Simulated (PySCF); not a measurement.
Gas-phase reaction: As₂ + 3 H₂ ⇌ 2 AsH₃

Method: PySCF energies plus ideal-gas RRHO corrections (1 bar). † marks an energy on the PBE0/def2-TZVP geometry and frequencies; other levels use their own. MP2 and CCSD(T) freeze the core. All species are closed-shell singlets. As: all electrons, no relativistic terms. MP2 isn't extrapolated to the basis-set limit. CCSD(T) isn't extrapolated to the basis-set limit.

MP2/def2-SVP† gives ΔH°(298 K) = -55 kJ.

Question: What do CCSD(T)/def2-SVP†, PBE/def2-SVP, ωB97X-V/def2-TZVP† give?

Answer: CCSD(T)/def2-SVP†: -83 kJ; PBE/def2-SVP: -110 kJ; ωB97X-V/def2-TZVP†: -126 kJ. For scale, ΔH°(298 K) is -55 kJ at this level, -106 kJ at ωB97M-V/def2-TZVP†, and runs from -149 to -44 kJ over the 19 levels computed.
